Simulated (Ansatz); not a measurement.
Cartesian coordinates (Å):
```xyz
5

S     -1.2482    -0.4180     0.6573
B      0.3902    -0.0055     0.1099
I      1.9733    -0.4190     1.4611
I      0.7942     0.8567    -1.7859
H     -1.9095    -0.0143    -0.4424
```
Charge 0, spin multiplicity 1.

Calculation: frozen-core CCSD(T)/def2-TZVPP // PBE0-D3(BJ)/def2-TZVP (Ansatz, a first-principles code).

```json
{
  "HF energy": "-1016.21972 Ha",
  "MP2 correlation energy": "-1.27385 Ha"
}
```

Problem. Estimate the CCSD correlation energy, the (T) correction, the total energy and the T1 diagnostic.

Solution. 
```yaml
CCSD correlation energy: -1.22899 Ha
"(T) correction": -0.03795 Ha
CCSD(T) total energy: -1017.48665 Ha
T1 diagnostic: 0.011
```
